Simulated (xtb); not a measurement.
BHBr₂, SMILES BrBBr. All values are semi-empirical tight-binding results from xtb (GFN2-xTB unless named), good for trends rather than for accurate numbers. Coordinates come from a GFN2-xTB optimisation.

Computed properties:
```json
{
  "point_group_as_xtb_finds_it": "C2v",
  "orbital_gap": "3.77 eV",
  "zero_point_energy": "8.4 kcal/mol",
  "G − E(el) at 298.15 K (modified RRHO)": "-9.3 kcal/mol",
  "static polarisability (D4 model)": "54.7 bohr³",
  "solvation energy, GFN2-xTB/ALPB(water)": "-0.7 kcal/mol",
  "solvation energy, GFN2-xTB/ALPB(chcl3)": "-5.1 kcal/mol"
}
```
